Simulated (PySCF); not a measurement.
Geometries of 2 isomers of C6H6B2Cl2, from PBE0-D3(BJ)/def2-SVP geometry optimisation, gas phase (PySCF). One conformer each, no zero-point energy, no frequencies.

Problem. Which is lower in electronic energy at this level?
A.
```xyz
16
angstrom
Cl     5.651   -1.155    0.126
B      5.358    0.526   -0.289
Cl     6.786    1.499   -0.608
C      3.909    1.116   -0.369
C      3.811    2.457   -0.711
C      2.693    3.317   -0.879
C      1.354    3.049   -0.733
B      0.690    1.725   -0.342
C      1.468    0.445   -0.063
C      2.824    0.223   -0.083
H      4.770    2.953   -0.890
H      2.972    4.339   -1.165
H      0.703    3.911   -0.925
H     -0.519    1.697   -0.256
H      0.886   -0.449    0.197
H      3.151   -0.794    0.157
```
B.
```xyz
16
angstrom
B     -0.347   -1.344    0.171
C      0.860   -0.386    0.120
C      0.688    1.006   -0.023
C      1.778    1.871   -0.073
C      3.068    1.355    0.018
C      3.296   -0.028    0.163
B      4.733   -0.594    0.263
Cl     6.136    0.461    0.176
Cl     5.026   -2.312    0.466
C      2.176   -0.873    0.211
H     -0.173   -2.534    0.294
H     -1.473   -0.910    0.088
H     -0.326    1.408   -0.096
H      1.626    2.947   -0.183
H      3.926    2.031   -0.023
H      2.331   -1.950    0.323
```

Solution. B. That is `BC1=CC(B(Cl)Cl)=CC=C1`, 14.0 kcal/mol below the other.

```tsv
SMILES	atoms numbered as above	E (Eh)	relative (kcal/mol)	relative (kJ/mol)	dipole (D)
Bc1cccc(B(Cl)Cl)c1	[BH2:1][c:2]1[cH:3][cH:4][cH:5][c:6]([B:7]([Cl:8])[Cl:9])[cH:10]1	-1201.31265	0.0	0.0	1.85
ClB(Cl)C1=CC=CBC=C1	[Cl:1][B:2]([Cl:3])[C:4]1=[CH:5][CH:6]=[CH:7][BH:8][CH:9]=[CH:10]1	-1201.29027	14.0	58.8	1.10
```
